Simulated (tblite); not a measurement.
C26H14 (ribbon), SMILES c1ccc2c(c1)c1ccc3cccc4c5cccc6ccc2c(c65)c1c34 at step 1 of a GFN2-xTB optimisation (tblite, gas phase), coordinates in Å:

```
  1 C     4.966   -0.840   -0.405
  2 C     5.022    0.548   -0.216
  3 C     3.845    1.242   -0.045
  4 C     2.570    0.632   -0.063
  5 C     2.517   -0.777   -0.252
  6 C     3.746   -1.460   -0.423
  7 C     1.224   -1.442   -0.276
  8 C     1.102   -2.850   -0.465
  9 C    -0.085   -3.481   -0.486
 10 C    -1.300   -2.766   -0.315
 11 C    -2.526   -3.446   -0.344
 12 C    -3.691   -2.749   -0.176
 13 C    -3.653   -1.369    0.020
 14 C    -2.461   -0.654    0.047
 15 C    -2.406    0.795    0.250
 16 C    -3.544    1.576    0.431
 17 C    -3.478    2.956    0.618
 18 C    -2.260    3.584    0.635
 19 C    -1.090    2.831    0.464
 20 C     0.174    3.478    0.484
 21 C     1.311    2.780    0.318
 22 C     1.332    1.372    0.117
 23 C     0.087    0.708    0.100
 24 C    -1.130    1.429    0.267
 25 C     0.033   -0.710   -0.101
 26 C    -1.234   -1.360   -0.119
 27 H     5.892   -1.398   -0.536
 28 H     5.981    1.055   -0.193
 29 H     3.948    2.311    0.098
 30 H     3.767   -2.536   -0.571
 31 H     1.984   -3.465   -0.604
 32 H    -0.141   -4.559   -0.636
 33 H    -2.548   -4.519   -0.494
 34 H    -4.644   -3.275   -0.193
 35 H    -4.615   -0.878    0.138
 36 H    -4.539    1.146    0.419
 37 H    -4.390    3.534    0.747
 38 H    -2.202    4.655    0.781
 39 H     0.203    4.555    0.633
 40 H     2.233    3.346    0.345
```

Q: What are the forces on the atoms (eV/Å)?

A: 
```
  1 C     0.15    0.40    0.02
  2 C    -0.30   -0.27    0.04
  3 C     0.10    0.27   -0.03
  4 C    -0.12   -0.03    0.08
  5 C    -0.06    0.00   -0.07
  6 C    -0.26   -0.44   -0.01
  7 C     0.18   -0.20    0.01
  8 C     0.87    0.24   -0.04
  9 C    -0.70   -0.34    0.00
 10 C     0.31   -0.07   -0.04
 11 C     0.07   -0.04    0.01
 12 C    -0.25    0.10    0.05
 13 C    -0.28   -0.01   -0.04
 14 C     0.12    0.24    0.07
 15 C     0.01   -0.24   -0.02
 16 C    -0.15    0.02   -0.05
 17 C    -0.13   -0.05    0.00
 18 C    -0.06   -0.08    0.00
 19 C     0.27    0.33    0.02
 20 C    -0.62    0.22    0.06
 21 C     0.83   -0.18   -0.08
 22 C     0.07   -0.01    0.00
 23 C     0.19   -0.09   -0.09
 24 C    -0.27    0.16    0.08
 25 C     0.19    0.11    0.01
 26 C    -0.36   -0.30   -0.04
 27 H    -0.34    0.07    0.03
 28 H    -0.22   -0.03   -0.01
 29 H    -0.23   -0.10    0.01
 30 H    -0.23    0.18    0.03
 31 H     0.01    0.24    0.04
 32 H     0.03    0.30    0.04
 33 H     0.10    0.12    0.01
 34 H     0.20    0.22    0.01
 35 H     0.31    0.06    0.01
 36 H     0.25   -0.11   -0.01
 37 H     0.16   -0.19   -0.03
 38 H     0.10   -0.09   -0.02
 39 H    -0.03   -0.21   -0.02
 40 H     0.07   -0.22   -0.04
```
